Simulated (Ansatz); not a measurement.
This geometry of AlF2HO + H4Si (10 atoms, charge 0, multiplicity 1) is a first-order saddle point.

These are results of RKS PBE0-D4/def2-SVP in Ansatz, not measurements.

```xyz
10
Properties=species:S:1:pos:R:3
Al 0.675 -1.019 -0.251
O 0.858 0.138 -1.633
F -0.337 -2.281 -0.620
F 2.037 -1.252 0.662
H 0.108 0.642 -0.721
Si -0.734 0.826 0.956
H 0.424 -0.009 -2.485
H -0.864 -0.232 2.016
H -0.052 2.006 1.562
H -2.115 1.180 0.514
```

Question: Which two structures does it join? (They come from a converged band through this point; their orientation in space is the band's.)

Answer: Bonds broken: H5–Si6. Bonds formed: O2–H5. AlF2HO + H4Si becomes AlF2H5OSi.

Image 0:

```xyz
10
Properties=species:S:1:pos:R:3
Al 0.756 -0.871 -0.681
O 1.299 -0.169 -2.119
F -0.282 -2.167 -0.674
F 1.620 -0.595 0.718
H -0.526 0.512 -0.244
Si -0.858 0.834 1.211
H 0.963 -0.377 -2.992
H -0.916 -0.423 1.994
H 0.152 1.804 1.694
H -2.208 1.452 1.094
```

Image 8:

```xyz
10
Properties=species:S:1:pos:R:3
Al 0.503 -0.905 -0.045
O 0.866 0.165 -1.671
F -0.263 -2.043 -1.026
F 2.039 -1.318 0.467
H 0.714 1.115 -1.749
Si -0.840 0.551 1.371
H 0.417 -0.290 -2.401
H -1.028 0.028 2.762
H -0.203 1.906 1.499
H -2.204 0.791 0.793
```

Question: How far does it lie above each of them?

Answer: 1.29 eV above the first and 1.16 eV above the second. This is the barrier of this one path; another mechanism may lie lower. The orbitals stay closed-shell, which can raise the energy where a bond breaks towards radicals; this wasn't checked here.

The run took 3.9 min on 2 threads of Intel(R) Xeon(R) 6975P-C (Granite Rapids) (shared host), peak memory 0.25 GiB.
